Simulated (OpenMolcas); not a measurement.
## Ce III: effect of the active space

| Item | Value |
| --- | --- |
| Program | OpenMolcas 26.06 |
| Method | SS-CASPT2 or its RAS form, IPEA 0.25 Eh, imaginary shift 0.1 Eh |
| Basis | ANO-RCC-VTZP |
| Scalar Hamiltonian | DKH2, point nucleus |
| Spin-orbit coupling | state interaction with AMFI integrals over the reference wave functions, term energies averaged over their components |

A. 2 electrons in 7 orbitals (4f); 2S+1 = 3 even, 21 roots; 2S+1 = 1 even, 28 roots; closed shells correlated: 5s 5p; CASPT2 step roughly 40 core-seconds
B. 8 electrons in 10 orbitals (RAS1 5p, at most 2 holes; RAS2 4f); 2S+1 = 3 even, 21 roots; 2S+1 = 1 even, 27 roots; closed shells correlated: 5s; CASPT2 step roughly 8 core-minutes
C. 2 electrons in 12 orbitals (RAS2 4f; RAS3 5d, at most 1 electron); 2S+1 = 3 even, 21 roots; 2S+1 = 1 even, 28 roots; 2S+1 = 3 odd, 35 roots; 2S+1 = 1 odd, 35 roots; closed shells correlated: 5s 5p; CASPT2 step roughly 8 core-minutes

Energies in cm-1 above 4f2 3H4, the measured ground level; measured values from Martin, Zalubas and Hagan, Atomic Energy Levels: The Rare-Earth Elements, NSRDS-NBS 60 (1978).

```json
{"Level": "4f2 3H4", "A": "0.0", "B": "0.0", "C": "0.0", "Measured": "0.0"}
{"Level": "4f2 3H5", "A": "1679", "B": "1886", "C": "1688", "Measured": "1528"}
{"Level": "4f2 3H6", "A": "3440", "B": "3630", "C": "3450", "Measured": "3127"}
{"Level": "4f2 3F2", "A": "4400", "B": "4670", "C": "4330", "Measured": "3763"}
{"Level": "4f2 3F3", "A": "5470", "B": "5820", "C": "5410", "Measured": "4765"}
{"Level": "4f2 1D2", "A": "16410", "B": "12770", "C": "15810", "Measured": "12835"}
{"Level": "4f2 1I6", "A": "19480", "B": "16190", "C": "19750", "Measured": "17421"}
{"Level": "4f2 3P0", "A": "20770", "B": "20950", "C": "21090", "Measured": "16072"}
{"Level": "4f2 3P1", "A": "21250", "B": "21240", "C": "21590", "Measured": "16524"}
{"Level": "4f2 3P2", "A": "22140", "B": "22000", "C": "22430", "Measured": "17317"}
```

C puts 4f 5d 1G* 4 lowest.

Deviations, from unrounded energies. A percentage is the sum of absolute deviations over the sum of measured energies, with the sign that they share, or ± where signs differ.

```tsv
Against measurement	Levels	A	B	C
mean absolute deviation (cm-1)	9	2400	2000	2500
fine structure of the ground term (%)	2	+10.0	+18.4	+10.4
other terms of the ground configuration (%)	7	+23.9	±19.8	+24.5
```

B lies closest to measurement on these levels and C furthest from it. The largest miss of B in the table is 4f2 3P0, by +4900 cm-1. The ranking rests on the paired levels alone, and a cruder setting can come out closer through cancelling errors.

The spin-orbit steps hold different terms of 4f2 (B lacks 1S), which shifts levels as well.

The two smallest mean deviations differ by little beside CASPT2's spread within terms, so their order carries little weight.

Among A to C the level of the table that moves most is 4f2 1D2, by 3600 cm-1 (lowest in B, highest in A). Moves below CASPT2's spread within the term are not significant.

Term energies are means over components that CASPT2 splits; among the terms shown or strongly mixed into the levels shown the widest spread is 1600 cm-1 (4f2 1I, C). Over all roots computed the reference weight is 0.84 to 0.92 in A, 0.87 to 0.94 in C; the roots of lowest weight are the least certain, and an intruder state may touch them. Some terms miss by over 15 % even with CASPT2, which points to a basis or an active space too small for the shells correlated (holds for A; B). High states are left out of the spin-orbit mixing, which shifts the levels that they would mix with (holds for B). Active for correlation alone: 5p; no level in the range computed is led by a configuration that opens it, so any true level of that kind is missing (holds for B). Some levels mix across a computed gap that differs much from the measured one, so their mixing is not that of the real levels (holds for C). The lowest computed level is not the ground level that NIST lists (3H4) (holds for C). Computed and measured levels are paired by configuration, term and J; levels that our copy of the source lacks, or whose pairing is in doubt (as where it misses far off the trend of its configuration), stay unpaired and out of the deviations. Levels of configurations outside the active space are missing. Levels that lie high or do not pair safely by name in every column are left out.

* marks odd parity.
